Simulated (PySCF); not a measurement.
Compound: Si(vinyl)2(tBu)2, C12H24Si.
Cartesian coordinates in Å at the PBE0-D3(BJ)/def2-SVP level; atoms count from 1:
```xyz
37
C12H24Si angstrom
Si     0.312    0.005    0.214
C      0.344   -0.015    2.096
C      1.303   -0.562    2.854
H     -0.515    0.424    2.623
H      2.195   -1.020    2.412
H      1.246   -0.576    3.948
C      2.067    0.032   -0.466
C      3.133    0.566    0.144
H      2.227   -0.385   -1.470
H      3.063    1.005    1.145
H      4.124    0.587   -0.324
C     -0.543    1.640   -0.341
C      0.103    2.775    0.463
C     -2.047    1.615   -0.060
C     -0.298    1.904   -1.830
H     -0.317    3.748    0.150
H     -0.073    2.673    1.546
H      1.192    2.819    0.303
H     -2.273    1.388    0.994
H     -2.570    0.872   -0.682
H     -2.493    2.600   -0.284
H     -0.736    1.128   -2.474
H      0.777    1.964   -2.058
H     -0.752    2.868   -2.123
C     -0.515   -1.636   -0.367
C     -0.829   -1.617   -1.864
C     -1.798   -1.909    0.425
C      0.482   -2.763   -0.075
H     -1.207   -2.604   -2.187
H     -1.603   -0.876   -2.115
H      0.060   -1.394   -2.476
H     -2.574   -1.151    0.245
H     -1.605   -1.943    1.509
H     -2.220   -2.888    0.135
H      0.747   -2.806    0.993
H      1.416   -2.652   -0.647
H      0.041   -3.739   -0.346
```

Method: TDDFT CAM-B3LYP/def2-SVPD, vertical, gas phase, core orbitals frozen in the response (PySCF 2.14.0, density-fitted response routines).

Broadening: Gaussians 0.5 eV wide at half height, area fixed by f = 4.319×10⁻⁹ ∫ε dν̃. The width is an assumption, not a result. The curve ends short of the highest state used, and states not computed would add to its high-energy end.

```json
{"λ (nm)": "179.0", "ε (L mol⁻¹ cm⁻¹)": "10049"}
{"λ (nm)": "180.0", "ε (L mol⁻¹ cm⁻¹)": "9503"}
{"λ (nm)": "180.9", "ε (L mol⁻¹ cm⁻¹)": "9260"}
{"λ (nm)": "181.9", "ε (L mol⁻¹ cm⁻¹)": "9259"}
{"λ (nm)": "182.9", "ε (L mol⁻¹ cm⁻¹)": "9495"}
{"λ (nm)": "183.9", "ε (L mol⁻¹ cm⁻¹)": "9899"}
{"λ (nm)": "184.9", "ε (L mol⁻¹ cm⁻¹)": "10387"}
{"λ (nm)": "185.9", "ε (L mol⁻¹ cm⁻¹)": "10870"}
{"λ (nm)": "186.8", "ε (L mol⁻¹ cm⁻¹)": "11232"}
{"λ (nm)": "187.8", "ε (L mol⁻¹ cm⁻¹)": "11495"}
{"λ (nm)": "188.8", "ε (L mol⁻¹ cm⁻¹)": "11564"}
{"λ (nm)": "189.8", "ε (L mol⁻¹ cm⁻¹)": "11418"}
{"λ (nm)": "190.8", "ε (L mol⁻¹ cm⁻¹)": "11056"}
{"λ (nm)": "191.7", "ε (L mol⁻¹ cm⁻¹)": "10560"}
{"λ (nm)": "192.7", "ε (L mol⁻¹ cm⁻¹)": "9852"}
{"λ (nm)": "193.7", "ε (L mol⁻¹ cm⁻¹)": "9019"}
{"λ (nm)": "194.7", "ε (L mol⁻¹ cm⁻¹)": "8107"}
{"λ (nm)": "195.7", "ε (L mol⁻¹ cm⁻¹)": "7160"}
{"λ (nm)": "196.7", "ε (L mol⁻¹ cm⁻¹)": "6217"}
{"λ (nm)": "197.6", "ε (L mol⁻¹ cm⁻¹)": "5401"}
{"λ (nm)": "198.6", "ε (L mol⁻¹ cm⁻¹)": "4551"}
{"λ (nm)": "199.6", "ε (L mol⁻¹ cm⁻¹)": "3778"}
{"λ (nm)": "200.6", "ε (L mol⁻¹ cm⁻¹)": "3092"}
{"λ (nm)": "201.6", "ε (L mol⁻¹ cm⁻¹)": "2496"}
{"λ (nm)": "202.5", "ε (L mol⁻¹ cm⁻¹)": "2036"}
{"λ (nm)": "203.5", "ε (L mol⁻¹ cm⁻¹)": "1603"}
{"λ (nm)": "204.5", "ε (L mol⁻¹ cm⁻¹)": "1247"}
{"λ (nm)": "205.5", "ε (L mol⁻¹ cm⁻¹)": "958"}
{"λ (nm)": "206.5", "ε (L mol⁻¹ cm⁻¹)": "727"}
{"λ (nm)": "207.5", "ε (L mol⁻¹ cm⁻¹)": "546"}
{"λ (nm)": "208.4", "ε (L mol⁻¹ cm⁻¹)": "417"}
{"λ (nm)": "209.4", "ε (L mol⁻¹ cm⁻¹)": "306"}
{"λ (nm)": "210.4", "ε (L mol⁻¹ cm⁻¹)": "222"}
{"λ (nm)": "211.4", "ε (L mol⁻¹ cm⁻¹)": "160"}
{"λ (nm)": "212.4", "ε (L mol⁻¹ cm⁻¹)": "114"}
{"λ (nm)": "213.3", "ε (L mol⁻¹ cm⁻¹)": "83"}
{"λ (nm)": "214.3", "ε (L mol⁻¹ cm⁻¹)": "58"}
{"λ (nm)": "215.3", "ε (L mol⁻¹ cm⁻¹)": "40"}
{"λ (nm)": "216.3", "ε (L mol⁻¹ cm⁻¹)": "27"}
{"λ (nm)": "217.3", "ε (L mol⁻¹ cm⁻¹)": "18"}
{"λ (nm)": "218.3", "ε (L mol⁻¹ cm⁻¹)": "12"}
{"λ (nm)": "219.2", "ε (L mol⁻¹ cm⁻¹)": "8"}
{"λ (nm)": "220.2", "ε (L mol⁻¹ cm⁻¹)": "6"}
{"λ (nm)": "221.2", "ε (L mol⁻¹ cm⁻¹)": "4"}
```

(1) Locate the maxima and give the states behind the curve.

(2) On this curve, what absorbance would a 10⁻⁵ mol/L sample give at 193 nm over a 1 cm path?

(3) Coming from long wavelengths, where does ε first pass 100 L mol⁻¹ cm⁻¹?

Answers

(1) 189 nm (6.57 eV), ε about 12000, made up of S4 (84%) (ε in L mol⁻¹ cm⁻¹; maxima over ε = 5, shares over 10%). At its high-energy end, 6.93 eV, the curve is still rising (ε about 10000, from S4, S5 and S7). The states used: S1 6.36 eV (f 0.027); S2 6.41 eV (f 0.0033); S3 6.43 eV (f 0.012); S4 6.58 eV (f 0.180); S5 7.08 eV (f 0.081); S6 7.19 eV (f 0.0059); S7 7.23 eV (f 0.191); S8 7.34 eV (f 0.0094); S9 7.43 eV (f 0.010); S10 7.53 eV (f 0.075).

(2) 193 nm is 6.424 eV, where ε is about 9600 L mol⁻¹ cm⁻¹, so A = ε c l ≈ 0.096 (Beer–Lambert, with the gas-phase spectrum and the assumed width).

(3) At about 213 nm (5.83 eV), 0.53 eV below S1.

One conformer stands for the species.
